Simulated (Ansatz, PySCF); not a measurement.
Potential energy curve for ClBe (cation, charge +1), lowest singlet found (which spin is the ground state isn't settled by this scan).

Methods: UKS-B3LYP/6-31G* = unrestricted B3LYP/6-31G*, spherical d in PySCF; UHF/cc-pVDZ (Ansatz, a quantum-chemistry and plane-wave program); UCCSDT(Q) = CCSDT(Q) on UHF/cc-pVDZ, frozen core (Ansatz).

Total energies in hartree (comparable only within one method and basis):

```json
[
 {"R / Å": "1.42", "UKS-B3LYP/6-31G*": "-474.55221", "UHF": "-473.77687", "UCCSDT(Q)": "-473.94636"},
 {"R / Å": "1.56", "UKS-B3LYP/6-31G*": "-474.61186", "UHF": "-473.83878", "UCCSDT(Q)": "-474.01054"},
 {"R / Å": "1.64", "UKS-B3LYP/6-31G*": "-474.62551", "UHF": "-473.85328", "UCCSDT(Q)": "-474.02620"},
 {"R / Å": "1.73", "UKS-B3LYP/6-31G*": "-474.62966", "UHF": "-473.85803", "UCCSDT(Q)": "-474.03217"},
 {"R / Å": "1.79", "UKS-B3LYP/6-31G*": "-474.62780", "UHF": "-473.85637", "UCCSDT(Q)": "-474.03127"},
 {"R / Å": "1.88", "UKS-B3LYP/6-31G*": "-474.62029", "UHF": "-473.84886", "UCCSDT(Q)": "-474.02489"},
 {"R / Å": "1.94", "UKS-B3LYP/6-31G*": "-474.61310", "UHF": "-473.84148", "UCCSDT(Q)": "-474.01826"},
 {"R / Å": "2.01", "UKS-B3LYP/6-31G*": "-474.60328", "UHF": "-473.83127", "UCCSDT(Q)": "-474.00895"},
 {"R / Å": "2.08", "UKS-B3LYP/6-31G*": "-474.59249", "UHF": "-473.81992", "UCCSDT(Q)": "-473.99853"},
 {"R / Å": "2.15", "UKS-B3LYP/6-31G*": "-474.58120", "UHF": "-473.80788", "UCCSDT(Q)": "-473.98752"},
 {"R / Å": "2.22", "UKS-B3LYP/6-31G*": "-474.56975", "UHF": "-473.79554", "UCCSDT(Q)": "-473.97631"},
 {"R / Å": "2.37", "UKS-B3LYP/6-31G*": "-474.54586", "UHF": "-473.77196", "UCCSDT(Q)": "-473.95312"},
 {"R / Å": "2.51", "UKS-B3LYP/6-31G*": "-474.52543", "UHF": "-473.76838", "UCCSDT(Q)": "—"},
 {"R / Å": "2.69", "UKS-B3LYP/6-31G*": "-474.50498", "UHF": "-473.76445", "UCCSDT(Q)": "—"},
 {"R / Å": "2.89", "UKS-B3LYP/6-31G*": "-474.49222", "UHF": "-473.76071", "UCCSDT(Q)": "—"}
]
```

Dashes: no converged value, or the column stops at the first point that the program doubted or that broke a chosen test of continuity, which isn't proof of a fault.

The scan ran from 1.42 to 6.71 Å; beyond the distances shown full CI changes its symmetry label. The unrestricted determinant behind UKS-B3LYP/6-31G* is spin-contaminated at 2.51 to 2.89 Å (<S²> up to 0.8, against 0.00 for a pure singlet). The unrestricted solution behind UHF, UCCSDT(Q) changes between 2.37 and 2.51 Å, which can leave a kink. The unrestricted determinant behind UHF, UCCSDT(Q) is spin-contaminated at 2.37 to 2.89 Å (<S²> up to 1.0, against 0.00 for a pure singlet).
